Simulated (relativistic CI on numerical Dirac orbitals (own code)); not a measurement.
**Fe VII: from the plainest model towards the measured levels**

Calculated with a relativistic CI code on KLI orbitals (one set per configuration, finite nucleus), adding one ingredient at a time: step 1, Dirac-Coulomb, each configuration alone; step 2, with Breit and QED terms; step 3, with configuration mixing; step 4, with scaled Slater integrals (0.9); step 5, with a P86 correlation estimate; step 6, tied to the ionisation limit. P86 is a density functional for the correlation energy, evaluated here for each configuration and added to its levels. Step 6 is semi-empirical: configurations made of the next ion and one excited electron move by -2049 cm⁻¹, so that their limit matches the tabulated ionisation energy, and those with a non-penetrating f or g electron also take the P86 value of the least penetrating other one.

CI space (outside the closed core [Ne]): 3s²3p⁶3d², 3s²3p⁶3d4s, 3s²3p⁶3d4p, 3s²3p⁵3d³, 3s²3p⁶3d4f, 3s²3p⁵3d²4s, 3s3p⁶3d³, 3s²3p⁶3d4d, 3s²3p⁶3d5s, 3s²3p⁶3d5p, 3s²3p⁶3d5d, 3s²3p⁶4s², 3s²3p⁶3d5f, 3s²3p⁶4s4p, 3p⁶3d⁴, 3p⁵3d⁵, 3p⁵3d⁴4s.

Computed minus measured energy above the ground level, in cm⁻¹, for 17 of the 33 excited levels that pair in every step (one J of a term; a digit in brackets numbers repeated terms):

```csv
Configuration,Term,J,Measured,Step 1,Step 2,Step 3,Step 4,Step 5,Step 6
3s²3p⁶3d²,3F,3,1052,77,-39,-39,-35,-35,-35
3s²3p⁶3d²,1D,2,17476,3640,3547,2233,498,500,500
3s²3p⁶3d²,3P,0,20040,4285,4276,2303,345,348,348
3s²3p⁶3d²,1G,4,28927,3395,3199,2737,-234,-234,-234
3s²3p⁶3d²,1S,0,67078,10890,10864,9548,2077,2086,2084
3s²3p⁶3d4s,3D,1,344463,1567,1900,3505,1886,9341,7292
3s²3p⁶3d4s,1D,2,350333,2642,2845,4039,1938,9394,7345
3s²3p⁶3d4p,3F°,3,431610,592,740,593,-1081,6965,5141
3s²3p⁶3d4p,3P°,1,436952,1430,1628,699,-297,6543,4666
3s²3p⁶3d4p,1F°,3,439812,2702,2812,2004,-191,7633,5615
3s²3p⁶3d4p,1P°,1,443447,3244,3341,1701,-720,7107,5091
3s²3p⁶3d4f,3F°,2,660015,-6632,-6574,1972,-1377,9966,5300
3s²3p⁶3d4f,3G°,3,663097,-5476,-5420,2004,-1019,10587,5811
3s²3p⁶3d4f,1D°,2,663871,-7031,-7056,2953,-812,10484,5841
3s²3p⁶3d4f,3D°,1,665832,-5712,-5687,3711,-489,10830,6171
3s²3p⁶3d4f,3P°,2,667899,-5479,-5516,2830,-1132,10259,5575
3s²3p⁶3d4f,1H°,5,669978,-2290,-2335,3066,-605,11060,6257
```

Mean absolute errors in cm⁻¹, over all paired levels and for the configurations:

| Configuration, levels | Step 1 | Step 2 | Step 3 | Step 4 | Step 5 | Step 6 |
| --- | --- | --- | --- | --- | --- | --- |
| all, 33 | 3940 | 3981 | 2396 | 912 | 7115 | 4470 |
| 3s²3p⁶3d², 8 | 3896 | 3803 | 2683 | 488 | 490 | 490 |
| 3s²3p⁶3d4s, 4 | 1883 | 2126 | 3625 | 1884 | 9339 | 7290 |
| 3s²3p⁶3d4p, 7 | 1622 | 1747 | 936 | 628 | 6852 | 4940 |
| 3s²3p⁶3d4f, 14 | 5711 | 5729 | 2610 | 1019 | 10398 | 5703 |

Measured levels: Corliss and Sugar, J. Phys. Chem. Ref. Data 11, 135 (1982).

Problem. What does each ingredient do to the ground and the excited configurations, and where is the model closest to experiment?

Solution. Terms of the ground configuration are off by 3896 at first, 2683 with mixing and 488 after scaling, which stands in for the correlation that narrows term splittings. The Breit and QED terms change the top of the ground term (measured 2332) from 2542 to 2265. Mixing lowers the ground level by 1755; relative to it the configurations that move most are 3s²3p⁶3d4f by +8339, 3s²3p⁶3d4s by +1500, 3s²3p⁶3d4p by -811. The P86 estimate moves 3s²3p⁶3d4f by +11416, 3s²3p⁶3d4p by +7480, 3s²3p⁶3d4s by +7455, and takes the mean absolute error of the excited configurations from 1048 to 9235; it overshoots. Step 6 takes that error from 9235 to 5743. The mean absolute error is lowest at step 4 (912 cm⁻¹), and the largest single drop is from step 5 to 6 (7115 to 4470).
